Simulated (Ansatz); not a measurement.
System: CH3I3Si (charge 0, singlet). SMILES: C[Si](I)(I)I
Coordinates optimised at B3LYP-D3(BJ)/def2-TZVP (Ansatz, an electronic-structure program):
```
Si
C 1 1.8602
H 2 1.0905 1 109.65
H 2 1.0905 3 109.29 1 120.22
H 2 1.0905 3 109.29 4 119.55
I 1 2.4559 2 109.54 3 -180.00
I 1 2.4559 2 109.54 3 60.00
I 1 2.4559 2 109.54 3 -60.00
```
Charge 0, spin multiplicity 1.

Quantity: atomisation energy (electronic, to ground-state atoms), in kcal/mol. Correlated levels leave the core frozen unless marked. Open shells are spin-unrestricted. No spin-orbit coupling. The frozen core is the preceding noble-gas configuration, with the filled d and f shells of earlier blocks. Past Kr the def2 sets carry scalar-relativistic core potentials. The coupled-cluster limit lacks core correlation, which all-electron functionals hold. Basis-set limits of correlation are two-point, X^-3; Hartree-Fock from the larger set.

```
level                            program  atomisation energy (kcal/mol)
------------------------  --------------  -----------------------------
HF/def2-SVP                       Ansatz                          422.7
SVWN5/def2-TZVPD                  Ansatz                          672.3
r2SCAN-D3(BJ)/def2-TZVPD  Ansatz + dftd3                          593.1
B97M-V/def2-TZVPD                 Ansatz                          586.1
```

Question: What does CCSD(T)/CBS(def2-TZVPPD,def2-QZVPPD) (Ansatz) give?

Answer: 588.1 kcal/mol, so B97M-V/def2-TZVPD differs from it by -2.0 kcal/mol.
